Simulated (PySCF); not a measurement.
An unknown shows these calculated signals:

$^{1}$H NMR (400 MHz, computed): δ 7.82 (m, 1H), 7.34 (m, 1H), 7.32 (m, 1H), 7.28 (m, 1H), 7.26 (br s, 1H), 7.05 (d, J = 3.9 Hz, 1H), 6.72 (dd, J = 3.9, 1.0 Hz, 1H).

$^{13}$C{$^{1}$H} NMR (computed): δ 138.1 (C), 131.8 (C), 127.3 (CH), 126.7 (CH), 126.4 (CH), 125.2 (CH), 114.1 (CH), 107.9 (CH).

Level of theory: coordinates at the PBE0-D3(BJ)/def2-SVP level, B3LYP/pcJ-1 coupling constants (without the spin–dipole term), shielding tensors at PBE0/pcSseg-1 (GIAO), in PySCF 2.14 (gas phase, non-relativistic, single conformer).

δ = σ(ref) − σ, references computed at the same level: $^{1}$H, $^{13}$C against TMS.

Q: Which of these does the molecule contain: a benzene ring, a three-membered ring, a vinyl group CH=CH2, a heteroaromatic ring, an NH or NH2 group, a non-aromatic C=C double bond?

A: 
- A benzene ring: yes.
- A three-membered ring: no.
- A vinyl group CH=CH2: no.
- A heteroaromatic ring: yes.
- An NH or NH2 group: yes (δH 7.26 (br s)).
- A non-aromatic C=C double bond: no.

The data belong to Indole (SMILES c1ccc2[nH]ccc2c1); they needn't prove each group on their own.

Carbon signals by region: 8 in the sp2 and nitrile region (100–160 ppm).

OH/NH shifts are gas-phase values; hydrogen bonding in solution moves them, usually downfield. Multiplet labels drop couplings under 1 Hz and merge nearly equal ones. Unscaled 3J(H,H) at this level run about 10 % above measured values. Shifts are as computed. Against solution values, carbons near 30 ppm lie about +2 ppm off and those near 130 ppm about +5 ppm. Of 1211 compounds with measured shifts, 218 miss one by over three times the rms of a fit or turn the order of signals round; such compounds aren't used in these exercises. Couplings to exchangeable protons are dropped.
